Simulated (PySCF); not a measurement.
CH6BN. Atoms are numbered in the order given.

```xyz
9

B     -0.5318    -0.0862     0.0000
H     -1.7353    -0.1901     0.0000
C      0.1665     1.3235     0.0000
H     -0.1519     1.9124    -0.8763
H     -0.1519     1.9124     0.8763
H      1.2671     1.2862     0.0000
N      0.2048    -1.2762     0.0000
H     -0.2216    -2.1961     0.0000
H      1.2202    -1.3009     0.0000
```
Charge 0, spin multiplicity 1.

Geometry: PBE-D3(BJ)/def2-TZVP. The values are those of a single conformer.

These are TDDFT-PBE0/def2-SVPD run with PySCF values and carry that method's errors.

Vertical excitations.  State labels are in the subgroup Cs.

Question: Give excitation energies, oscillator strengths and character. (The exact figures need the calculation; the answer reports its results.)

Answer: 
```csv
state,symmetry,energy (eV),λ (nm),f,main pairs
S1,A",7.50,165,0.024,"HOMO→LUMO 81 %, HOMO−1→LUMO+1 15 %"
S2,A",7.51,165,0.014,"HOMO−1→LUMO+1 84 %, HOMO→LUMO 15 %"
S3,A',8.08,154,0.047,"HOMO−1→LUMO 82 %, HOMO→LUMO+1 17 %"
S4,A',8.29,150,0.183,"HOMO→LUMO+1 79 %, HOMO−1→LUMO 17 %"
S5,A",8.65,143,0.004,"HOMO→LUMO+2 69 %, HOMO→LUMO+3 24 %"
S6,A",8.79,141,0.002,"HOMO→LUMO+3 69 %, HOMO→LUMO+2 25 %"
S7,A',9.03,137,0.090,HOMO−1→LUMO+2 97 %
S8,A",9.04,137,0.018,HOMO−2→LUMO+1 97 %
S9,A',9.34,133,0.087,"HOMO−1→LUMO+3 69 %, HOMO−2→LUMO 28 %"
S10,A',9.44,131,0.200,"HOMO−2→LUMO 67 %, HOMO−1→LUMO+3 30 %"
T1,A',6.28,198,0,HOMO→LUMO+1 97 %
T2,A",6.85,181,0,HOMO−1→LUMO+1 98 %
T3,A",7.19,172,0,HOMO→LUMO 91 %
T4,A',7.91,157,0,HOMO−1→LUMO 98 %
```
Triplets are in the Tamm–Dancoff approximation, which puts them higher than full response would, so one can lie above its singlet here.
